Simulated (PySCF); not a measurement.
bromine monochloride (BrCl), SMILES ClBr.

The structure is a stationary point at B3LYP-D3(BJ)/def2-TZVP.

Two levels are set side by side: TDDFT-PBE/def2-TZVPD (PySCF) and EOM-CCSD/aug-cc-pVDZ (PySCF). Vertical, same geometry; the bases differ. Differences are taken from unrounded values.

```tsv
quantity	EOM-CCSD	TDDFT-PBE	TDDFT-PBE minus EOM-CCSD
lowest singlet excitation (eV)	3.30	2.87	-0.43
lowest triplet excitation (TDA for PBE) (eV)	2.55	2.13	-0.42
```

A lower first singlet is the usual sign of a functional without exact exchange. Differences between two approximate levels are no errors against the true value.

Rough cost on one machine, each run with all the roots and properties that it gave: EOM-CCSD against TDDFT-PBE within a factor of 2.
